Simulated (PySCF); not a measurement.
Run times: manganese in cc-pVTZ

Measured wall times of calculations with PySCF 2.14 in cc-pVTZ (7s6p4d2f1g, 68 functions), with the non-relativistic Hamiltonian (point nucleus), run from one Python driver. Hardware: 1 thread of Neoverse-N1 on a shared host, 1.3 GiB allowed. The two-electron integrals over 68 functions were computed once and kept in memory (1.6 CPU seconds with the set-up); the times below exclude them. Kohn-Sham runs start from converged Hartree-Fock orbitals.

Launch command (the driver calls PySCF for each step listed in the task file):

```bash
OMP_NUM_THREADS=1 python atomrun2.py TASK.json OUT
```

```csv
species,step,iterations,wall time (s)
Mn [Ar] 3d5 4s2,UHF,1,0.69
Mn [Ar] 3d5 4s2,LDA,6,1.2
Mn [Ar] 3d5 4s2,TPSS,6,4.6
Mn [Ar] 3d5 4s2,MP2 (7 electrons),,0.27
Mn⁺ [Ar] 3d5 4s1,UHF,1,0.49
Mn⁺ [Ar] 3d5 4s1,LDA,6,1.3
Mn⁺ [Ar] 3d5 4s1,TPSS,6,4.6
Mn⁺ [Ar] 3d5 4s1,MP2 (6 electrons),,0.1
```

Peak memory of the process: 0.27 GiB. Times on a shared host vary from run to run.
